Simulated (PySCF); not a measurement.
C₄H₇FO₂S (charge -1 and doublet state).
Structure used (GFN2-xTB), in Å, numbered top down from 1:
```
atom  x, y, z in Å
C1    -2.1252   -0.6009    0.6727
O2    -1.4523    0.4823    1.2477
C3    -0.6980    1.2557    0.2768
C4     0.3931    0.5682   -0.4426
S5     0.1598   -0.2668   -1.8996
O6     1.4940    0.2466    0.4211
C7     2.4375   -0.5147   -0.1941
F8     3.5504   -0.5598    0.6109
H9    -2.5242   -1.2031    1.4906
H10   -1.4542   -1.2124    0.0613
H11   -2.9524   -0.2585    0.0318
H12   -0.2985    2.0737    0.8876
H13   -1.4042    1.6504   -0.4680
H14    2.1134   -1.5603   -0.3462
H15    2.7564   -0.0926   -1.1633
```

The hyperfine couplings belong to this conformer and change with its torsions.

As a line formula: `COC[C]([S-])OCF` [radical] (charge -1).

Level of theory: UKS B3LYP, pcH-1 on C F H O S, non-relativistic, mean-field spin-orbit, GIAO in PySCF 2.14.0. Whether the extra electron is bound in the gas phase wasn't checked; a finite basis holds it in any case. The geometry wasn't refined by DFT: couplings that depend on bond lengths, twists or pyramidal angles can differ widely from those at the functional's own minimum, by a factor of two or more for some ions and for spin on atoms past the first row. The SCF solution wasn't tested for stability.

(1) Match the computed a_iso(13C) values +119.3, -4.5, +3.0, -1.1 MHz with the sites C1; C3; C4; C7.

(2) The isotropic 17O couplings are -50.2, -13.1 MHz. Assign them to O2; O6.

## Answers

(1) 
| site | a_iso (MHz) | ρ(0) (bohr⁻³) | position | distance from C4 (Å) | spin population | largest \|T\| (MHz) |
| --- | --- | --- | --- | --- | --- | --- |
| C1 | -1.1 | -0.0010 | 3 bonds from C4 | 2.99 | 0.00 | 1.5 |
| C3 | +3.0 | +0.0027 | 1 bond from C4 | 1.48 | 0.00 | 2.6 |
| C4 | +119.3 | +0.1059 | largest spin population | 0.00 | +0.61 | 119.0 |
| C7 | -4.5 | -0.0040 | 2 bonds from C4 | 2.33 | -0.01 | 2.0 |

(2) 
| site | a_iso (MHz) | ρ(0) (bohr⁻³) | position | distance from C4 (Å) | spin population | largest \|T\| (MHz) |
| --- | --- | --- | --- | --- | --- | --- |
| O2 | -50.2 | +0.0827 | 2 bonds from C4 | 2.50 | +0.04 | 19.4 |
| O6 | -13.1 | +0.0213 | 1 bond from C4 | 1.44 | +0.05 | 34.9 |

ρ(0) is the spin density at the nucleus and T the dipolar tensor; a_iso includes a spin–orbit part; entries for several nuclei are means. Largest spin populations (Mulliken): C4 (+0.61) and S5 (+0.29). The angles at C4 add up to 356.1°, so it is nearly planar.

Nuclei that the bonding pattern makes equivalent are averaged, as if the motion that swaps them (rotation, inversion, ring flip) were fast. The 1H value of +12.7 MHz is a mean of couplings from 1.3 to 24.0 MHz in this one geometry, not an average over conformers.
